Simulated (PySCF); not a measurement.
## Magnetic susceptibility: `OCC[C@@H](F)Br`, C₃H₆BrFO

Molfile (atoms numbered from 1):
```
C3H6BrFO
     RDKit          3D

 12 11  0  0  0  0  0  0  0  0999 V2000
   -2.0478    0.0053    0.8103 O   0  0  0  0  0  0  0  0  0  0  0  0
   -0.9558    0.3754    0.0052 C   0  0  0  0  0  0  0  0  0  0  0  0
    0.2034   -0.5584    0.3469 C   0  0  0  0  0  0  0  0  0  0  0  0
    1.4495   -0.2314   -0.4525 C   0  0  1  0  0  0  0  0  0  0  0  0
    2.5663   -0.5724    0.2353 F   0  0  0  0  0  0  0  0  0  0  0  0
    1.5076   -1.2245   -2.1476 Br  0  0  0  0  0  0  0  0  0  0  0  0
   -2.8179    0.5298    0.5695 H   0  0  0  0  0  0  0  0  0  0  0  0
   -0.6644    1.4190    0.1998 H   0  0  0  0  0  0  0  0  0  0  0  0
   -1.2045    0.2787   -1.0625 H   0  0  0  0  0  0  0  0  0  0  0  0
    0.4413   -0.4392    1.4079 H   0  0  0  0  0  0  0  0  0  0  0  0
   -0.1095   -1.5918    0.1946 H   0  0  0  0  0  0  0  0  0  0  0  0
    1.5333    0.8301   -0.7098 H   0  0  0  0  0  0  0  0  0  0  0  0
  1  2  1  0
  2  3  1  0
  3  4  1  0
  4  5  1  0
  4  6  1  0
  1  7  1  0
  2  8  1  0
  2  9  1  0
  3 10  1  0
  3 11  1  0
  4 12  1  6
M  END
```

Method: PySCF, GIAO CAM-B3LYP/pcSseg-1 magnetisability, rotational g tensor and spin-rotation constants, non-relativistic, gas phase. Geometry: GFN2-xTB, dihedral held. The dihedral C2–C3–C4–Br6 is held at 270°.

The calculation is non-relativistic, which matters for the atoms heavier than Zn.

Problem. What are the magnetisability and the molar susceptibility?

Solution. Isotropic -1211 × 10⁻³⁰ J/T², or -72.9 × 10⁻⁶ cm³/mol; principal values -1279, -1230, -1124 × 10⁻³⁰ J/T², anisotropy 138 × 10⁻³⁰ J/T² (root of half the summed squared differences of the principal values). The susceptibility is in cgs units.

Problem. Split it along the inertial axes a, b, c into diamagnetic and paramagnetic parts about the centre of mass, with the quadrupole moment.

Solution. 
```csv
axis,χ (10⁻⁶ cm³/mol),diamagnetic (10⁻⁶ cm³/mol),paramagnetic (10⁻⁶ cm³/mol),summed x² of all electrons (Å²),quadrupole Θ (D Å)
a,-76.2,-389.0,312.8,241.5,+1.04
b,-74.3,-1110.1,1035.8,71.5,-1.76
c,-68.3,-1328.1,1259.8,20.2,+0.72
```
Anisotropies 2χaa − χbb − χcc = -9.9 and 2χbb − χaa − χcc = -4.1 × 10⁻⁶ cm³/mol. Θ is traceless in Buckingham's convention.

Problem. And the rotational g tensor?

Solution. 
| axis | rotational constant (GHz) | g | nuclear part | electronic part |
| --- | --- | --- | --- | --- |
| a | 3.6922 | -0.0159 | 0.5266 | -0.5425 |
| b | 1.0936 | -0.0049 | 0.5273 | -0.5322 |
| c | 0.8846 | -0.0070 | 0.5165 | -0.5235 |

Asymmetric top; isotopes 79Br, 12C, 19F, 1H, 16O; no vibrational averaging.
